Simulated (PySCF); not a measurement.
Electronic structure of Mg (magnesium, neutral) at the BHandHLYP level

Configuration: [Ne] 3s1 4s1, high-spin 3S determinant (an excited configuration). All numbers are calculated (PySCF 2.14, no relativity, point nucleus, in dyall-av2z (14s10p4d, 64 functions)).

```
Total energy                                     : -199.8887 hartree
One-electron energy                              : -277.3516 hartree
Hartree (Coulomb) energy                         : 93.8071 hartree
Exchange-correlation energy                      : -16.3442 hartree
Kinetic energy                                   : 199.54640 hartree
⟨S²⟩                                             : 2.0000
⟨L²⟩                                             : 0.000
Sum of ⟨r⟩                                       : 16.91 bohr
Sum of ⟨r²⟩                                      : 90.99 bohr²
Density at the nucleus (Gaussians lack the cusp) : 1060 bohr⁻³
Spin density at the nucleus                      : 2.38 bohr⁻³
Langevin diamagnetic susceptibility              : -72.1 ×10⁻⁶ cm³/mol
```

```json
{"shell": "1s α", "electrons": "1", "mean orbital energy (hartree)": "-47.84724", "rms radius, mean of both spins (bohr)": "0.152"}
{"shell": "1s β", "electrons": "1", "mean orbital energy (hartree)": "-47.84040", "rms radius, mean of both spins (bohr)": "0.152"}
{"shell": "2s α", "electrons": "1", "mean orbital energy (hartree)": "-3.54820", "rms radius, mean of both spins (bohr)": "0.761"}
{"shell": "2s β", "electrons": "1", "mean orbital energy (hartree)": "-3.53512", "rms radius, mean of both spins (bohr)": "0.761"}
{"shell": "2p α", "electrons": "3", "mean orbital energy (hartree)": "-2.20387", "rms radius, mean of both spins (bohr)": "0.776"}
{"shell": "2p β", "electrons": "3", "mean orbital energy (hartree)": "-2.19769", "rms radius, mean of both spins (bohr)": "0.776"}
{"shell": "3s α", "electrons": "1", "mean orbital energy (hartree)": "-0.36311", "rms radius, mean of both spins (bohr)": "2.99"}
{"shell": "4s α", "electrons": "1", "mean orbital energy (hartree)": "-0.07098", "rms radius, mean of both spins (bohr)": "8.79"}
```

The outer electron is Rydberg-like, and this basis confines it to a smaller radius and binds it less than a complete one would.
